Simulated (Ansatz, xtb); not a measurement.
**Two isomers of C2H10GeN2**

Structure I is `C[N](C)[GeH2][NH2]`, a singlet and structure II is `CC[NH][GeH2][NH2]`, a singlet. Both are isolated molecules in the gas phase, relaxed with B3LYP-D3(BJ)/def2-SVP, each in the lowest conformer that the search found.

Estimate which is lower in electronic energy at CCSD(T)/def2-SVP + ΔMP2/def2-TZVPP, and by roughly how much.

The CCSD(T)/def2-SVP + ΔMP2/def2-TZVPP calculation puts structure II lower, by 0.344 eV.

Level by level:

```
                             level               geometry  E(II) − E(I) (eV)  departure from the last row (eV)  job, with rough time for the two
                          GFN2-xTB               GFN2-xTB              −0.150                            +0.194              optimisation, 0.27 s
                         HF/STO-3G               GFN2-xTB              −0.170                            +0.174              single point, 0.42 s
                r2SCAN-D4/def2-SVP               GFN2-xTB              −0.295                            +0.050                 single point, 4 s
             B3LYP-D3(BJ)/def2-SVP  B3LYP-D3(BJ)/def2-SVP              −0.281                            +0.063                optimisation, 41 s
                       HF/def2-SVP  B3LYP-D3(BJ)/def2-SVP              −0.321                            +0.023           part of the CCSD(T) run
                      MP2/def2-SVP  B3LYP-D3(BJ)/def2-SVP              −0.318                            +0.026           part of the CCSD(T) run
                  CCSD(T)/def2-SVP  B3LYP-D3(BJ)/def2-SVP              −0.304                            +0.041                      single point
CCSD(T)/def2-SVP + ΔMP2/def2-TZVPP  B3LYP-D3(BJ)/def2-SVP              −0.344                                                  single point, 73 s
```

As drawn, II has 1 C–C, 1 N–H in place of 1 C–N, 1 C–H.

None of the levels shown reverses the order. The largest departure from CCSD(T)/def2-SVP + ΔMP2/def2-TZVPP is that of GFN2-xTB, 0.194 eV. The last row adds to CCSD(T) the change of the MP2 difference between the two basis sets, here −0.041 eV.

With thermal terms from frequencies at re-optimised GFN2-xTB minima (ideal gas, soft modes damped towards free rotors, one conformer each, 298.15 K, 1 atm): the zero-point term adds +0.029 eV; ΔH is −0.319 and ΔG −0.322 eV.

The correlated steps freeze 13 core orbitals; the filled d shell of Ge is correlated, in a basis made for valence electrons. Programs: Ansatz 0.2.0, xtb 6.7.1; the last row on 4 threads of Arm Neoverse V1 on a shared host.
